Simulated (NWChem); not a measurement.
System: C4H8; SMILES CC1CC1

NWChem input:

```
start job
memory heap 200 mb stack 900 mb global 1100 mb
geometry units angstroms noautoz
  C      0.159687    -1.544021     0.000000
  C     -0.492345    -0.187161     0.000000
  C      0.124901     0.956438    -0.750938
  C      0.124901     0.956438     0.750938
  H     -0.125204    -2.127562    -0.890182
  H      1.257682    -1.453952     0.000000
  H     -0.125204    -2.127562     0.890182
  H     -1.588275    -0.211601     0.000000
  H     -0.533332     1.659419    -1.269011
  H      1.073908     0.773874    -1.264771
  H     -0.533332     1.659419     1.269011
  H      1.073908     0.773874     1.264771
end
basis spherical
  * library def2-tzvp
end
dft
  xc pbe0
  iterations 150
  semidirect filesize 400000000
  mulliken
end
task dft energy
```

Excerpt of the output:

```
             Northwest Computational Chemistry Package (NWChem) 7.3.0
             --------------------------------------------------------

 CS  symmetry detected

                             Geometry "geometry" -> ""
                             -------------------------

 Output coordinates in angstroms (scale by  1.889725989 to convert to a.u.)

  No.       Tag          Charge          X              Y              Z
 ---- ---------------- ---------- -------------- -------------- --------------
    1 C                    6.0000     0.15821192     1.54529028     0.00000000
    2 C                    6.0000    -0.49260728     0.18784814     0.00000000
    3 C                    6.0000     0.12566043    -0.95519881    -0.75093800
    4 C                    6.0000     0.12566043    -0.95519881     0.75093800
    5 H                    1.0000    -0.12720044     2.12857646    -0.89018200
    6 H                    1.0000     1.25628697     1.45620253     0.00000000
    7 H                    1.0000    -0.12720044     2.12857646     0.89018200
    8 H                    1.0000    -1.58855869     0.21130877     0.00000000
    9 H                    1.0000    -0.53194410    -1.65876775    -1.26901100
   10 H                    1.0000     1.07450391    -0.77178681    -1.26477100
   11 H                    1.0000    -0.53194410    -1.65876775     1.26901100
   12 H                    1.0000     1.07450391    -0.77178681     1.26477100

 Effective nuclear repulsion energy (a.u.)     124.1814226270

      Symmetry information
      --------------------

 Group name             Cs
 Group number              2
 Group order               2
 No. of unique centers     8

                                 NWChem DFT Module
                                 -----------------

 Summary of "ao basis" -> "ao basis" (spherical)
 ------------------------------------------------------------------------------
       Tag                 Description            Shells   Functions and Types
 ---------------- ------------------------------  ------  ---------------------
 C                         def2-tzvp                11       31   5s3p2d1f
 H                         def2-tzvp                 4        6   3s1p

      Symmetry analysis of basis
      --------------------------

        a'        101
        a"         71

            General Information
            -------------------
          SCF calculation type: DFT
          Wavefunction type:  closed shell.
          No. of atoms     :    12
          No. of electrons :    32
           Alpha electrons :    16
            Beta electrons :    16
          Charge           :     0
          Spin multiplicity:     1
          Use of symmetry is: on ; symmetry adaption is: on
          Maximum number of iterations: 150
          AO basis - number of functions:   172
                     number of shells:    76
          Convergence on energy requested:  1.00D-06
          Convergence on density requested:  1.00D-05
          Convergence on gradient requested:  5.00D-04

              XC Information
              --------------
                         PBE0 Method XC Functional
                     Hartree-Fock (Exact) Exchange  0.250
          PerdewBurkeErnzerhof Exchange Functional  0.750
            Perdew 1991 LDA Correlation Functional  1.000 local
           PerdewBurkeErnz. Correlation Functional  1.000 non-local

             Grid Information
             ----------------
          Grid used for XC integration:  medium
          Radial quadrature: Mura-Knowles
          Angular quadrature: Lebedev.
          Tag              B.-S. Rad. Rad. Pts. Rad. Cut. Ang. Pts.
          ---              ---------- --------- --------- ---------
          C                   0.70       49          11.0       434
          H                   0.35       45          12.0       434
          Grid pruning is: on
          Number of quadrature shells:   372
          Spatial weights used:  Erf1

      Superposition of Atomic Density Guess
      -------------------------------------

 Sum of atomic energies:        -154.68378641

      Non-variational initial energy
      ------------------------------

 Total energy =    -157.760652
 1-e energy   =    -451.031866
 2-e energy   =     169.089791
 HOMO         =      -0.337461
 LUMO         =       0.083043

      Symmetry analysis of molecular orbitals - initial
      -------------------------------------------------

  Numbering of irreducible representations:

     1 a'          2 a"

  Orbital symmetries:

     1 a'          2 a'          3 a"          4 a'          5 a'
     6 a'          7 a"          8 a'          9 a'         10 a'
    11 a"         12 a'         13 a"         14 a'         15 a'
    16 a"         17 a'         18 a'         19 a'         20 a"
    21 a'         22 a"         23 a'         24 a"         25 a"
    26 a'

------------------------------------------------------------
EAF file 0: "./job.aoints.0" size=355467264 bytes
------------------------------------------------------------
               write      read    awrite     aread      wait
               -----      ----    ------     -----      ----
     calls:      678         0         0         0         0
   data(b): 3.55e+08  0.00e+00  0.00e+00  0.00e+00
   time(s): 0.00e+00  0.00e+00  0.00e+00  0.00e+00  0.00e+00
rate(mb/s): 0.00e+00  0.00e+00
------------------------------------------------------------

     ---------------------------------------------
      Total Density - Mulliken Population Analysis
     ---------------------------------------------

    Atom       Charge   Shell Charges
 -----------   ------   -------------------------------------------------------
    1 C    6     6.51   0.86  1.12  0.55  0.66  0.14  1.26  1.41  0.44  0.01  0.05  0.00
    2 C    6     6.12   0.86  1.12  0.53  0.65  0.08  1.20  1.29  0.26  0.02  0.09  0.01
    3 C    6     6.35   0.86  1.12  0.54  0.69  0.11  1.24  1.33  0.39  0.02  0.04  0.01
    4 C    6     6.35   0.86  1.12  0.54  0.69  0.11  1.24  1.33  0.39  0.02  0.04  0.01
    5 H    1     0.83   0.24  0.44  0.13  0.02
    6 H    1     0.83   0.24  0.44  0.13  0.02
    7 H    1     0.83   0.24  0.44  0.13  0.02
    8 H    1     0.84   0.24  0.45  0.12  0.02
    9 H    1     0.83   0.24  0.45  0.12  0.02
   10 H    1     0.83   0.24  0.45  0.12  0.02
   11 H    1     0.83   0.24  0.45  0.12  0.02
   12 H    1     0.83   0.24  0.45  0.12  0.02

   convergence    iter        energy       DeltaE   RMS-Dens  Diis-err
 ---------------- ----- ----------------- --------- --------- ---------
 d= 0,ls=0.0,diis     1   -157.0379222675 -2.81D+02  2.35D-03  3.56D-01
 d= 0,ls=0.0,diis     2   -157.0689780781 -3.11D-02  7.44D-04  1.48D-02
 d= 0,ls=0.0,diis     3   -157.0689967930 -1.87D-05  3.80D-04  1.48D-02
 d= 0,ls=0.0,diis     4   -157.0708435224 -1.85D-03  3.78D-05  9.79D-05
 d= 0,ls=0.0,diis     5   -157.0708534428 -9.92D-06  1.17D-05  1.53D-05
  Resetting Diis
 d= 0,ls=0.0,diis     6   -157.0708550485 -1.61D-06  3.20D-06  1.07D-06
 d= 0,ls=0.0,diis     7   -157.0708551724 -1.24D-07  1.03D-06  2.57D-08

         Total DFT energy =     -157.070855172436
      One electron energy =     -455.626275758568
           Coulomb energy =      198.882623051407
    Exchange-Corr. energy =      -24.508625092273
 Nuclear repulsion energy =      124.181422626998

 Numeric. integr. density =       32.000001042678

                  Occupations of the irreducible representations
                  ----------------------------------------------

                     irrep           alpha         beta
                     --------     --------     --------
                     a'               11.0         11.0
                     a"                5.0          5.0

                       DFT Final Molecular Orbital Analysis
                       ------------------------------------

 Vector   14  Occ=2.000000D+00  E=-3.593756D-01  Symmetry=a'
              MO Center= -1.9D-01,  3.6D-01, -3.7D-14, r^2= 2.7D+00
   Bfn.  Coefficient  Atom+Function         Bfn.  Coefficient  Atom+Function
  ----- ------------  ---------------      ----- ------------  ---------------
    37      0.218203   2 C  px              144     -0.188646   8 H  s
     6     -0.174224   1 C  px                7     -0.164454   1 C  py
    40      0.160424   2 C  px               38      0.145897   2 C  py
     9     -0.136826   1 C  px               10     -0.135271   1 C  py
   132     -0.127056   6 H  s               143     -0.123712   8 H  s

 Vector   15  Occ=2.000000D+00  E=-3.007509D-01  Symmetry=a'
              MO Center=  1.0D-02, -5.8D-01, -5.4D-16, r^2= 2.3D+00
   Bfn.  Coefficient  Atom+Function         Bfn.  Coefficient  Atom+Function
  ----- ------------  ---------------      ----- ------------  ---------------
    70      0.195336   3 C  pz              101     -0.195336   4 C  pz
    69     -0.168745   3 C  py              100     -0.168745   4 C  py
    73      0.164000   3 C  pz              104     -0.164000   4 C  pz
    72     -0.150292   3 C  py              103     -0.150292   4 C  py
    38      0.136700   2 C  py              144      0.107423   8 H  s

 Vector   16  Occ=2.000000D+00  E=-2.895957D-01  Symmetry=a"
              MO Center= -1.5D-01, -7.6D-02,  5.9D-16, r^2= 2.5D+00
   Bfn.  Coefficient  Atom+Function         Bfn.  Coefficient  Atom+Function
  ----- ------------  ---------------      ----- ------------  ---------------
    39      0.292715   2 C  pz               42      0.250873   2 C  pz
    69     -0.182967   3 C  py              100      0.182967   4 C  py
    72     -0.151472   3 C  py              103      0.151472   4 C  py
    45      0.135931   2 C  pz                8     -0.118117   1 C  pz
   126      0.108941   5 H  s               138     -0.108941   7 H  s

[...]
```

Level: PBE0/def2-TZVP. The geometry was optimised at PBE0/def2-SVP.
